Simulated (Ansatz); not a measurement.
A thermochemical cycle in electronic energies (no zero-point or thermal terms), species as SMILES, kcal/mol. Each molecule is optimised on its own at B3LYP-D3(BJ)/def2-TZVP (Ansatz, a first-principles code), one conformer each, not searched for the lowest. Correlated levels leave the core frozen unless marked. Open shells are spin-unrestricted. No spin-orbit coupling. Non-relativistic. CBS marks a two-point X^-3 extrapolation of the correlation energy; Hartree-Fock from the larger set. [CCSD(T)-MP2]/basis is that difference in the basis named. Anions need diffuse functions, of which def2-TZVPD holds fewer than the aug- sets.

| step | RI-MP2/CBS(aug-cc-pV(T+d)Z,aug-cc-pV(Q+d)Z)+[CCSD(T)-MP2]/aug-cc-pV(T+d)Z (Ansatz) | PBE0-D4/def2-TZVPD (Ansatz + dftd4) |
|---|---|---|
| electron affinity EA, positive where the anion is bound: [CH2][SiH](C)C + e- → [CH2-][SiH](C)C | 21.6 | 17.2 |
| deprotonation energy A: C[SiH](C)C -> [CH2-][SiH](C)C + H+ | 400.7 | 402.1 |
| ionisation of the H atom at the same level, IE | 313.7 | 314.4 |

Q: Find the bond energy D: C[SiH](C)C -> [CH2][SiH](C)C + H atom.

A: Breaking the bond, ionising the H atom and attaching the electron to the radical add up to the deprotonation, A = D + IE - EA. At RI-MP2/CBS(aug-cc-pV(T+d)Z,aug-cc-pV(Q+d)Z)+[CCSD(T)-MP2]/aug-cc-pV(T+d)Z: D = A - IE + EA = 400.7 - 313.7 + 21.6 = 108.6. At PBE0-D4/def2-TZVPD: D = A - IE + EA = 402.1 - 314.4 + 17.2 = 104.9. The functional differs from the first level by -3.7 in D, -4.4 in EA and +1.4 in A; for EA and A the gap mixes functional and basis. The site is the one shown; other sites or isomers of the anion may lie lower.
